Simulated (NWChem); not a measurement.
System: CH2BF3; SMILES BC(F)(F)F

The following NWChem deck was run.

```
start job
memory heap 200 mb stack 900 mb global 1100 mb
geometry units angstroms noautoz
  B     -0.000115     1.556922     0.461726
  C      0.000537     0.013638     0.051566
  F     -0.015494     0.016069    -1.300430
  F     -1.066455    -0.676120     0.466462
  F      1.081969    -0.668454     0.440982
  H     -1.055423     2.118590     0.580454
  H      1.053670     2.126048     0.555893
end
basis spherical
  * library def2-svp
end
dft
  xc xcamb88 1.00 lyp 1.0 hfexch 1.00
  cam 0.33 cam_alpha 0.0 cam_beta 1.0
  iterations 150
  mulliken
end
task dft energy
```

All runs use the structure optimised with PBE0/def2-SVP.

Q: Give the results of this calculation. (LC-BLYP (range parameter 0.33 per bohr)/def2-SVP.) Quantities: energy (Ha); highest occupied level (eV); orbital gap (eV); dipole (D).

A: 
| Item | Result |
|---|---|
| energy (Ha) | -362.75 |
| highest occupied level (eV) | -12.15 |
| orbital gap (eV) | 11.61 |
| dipole (D) | 1.61 |
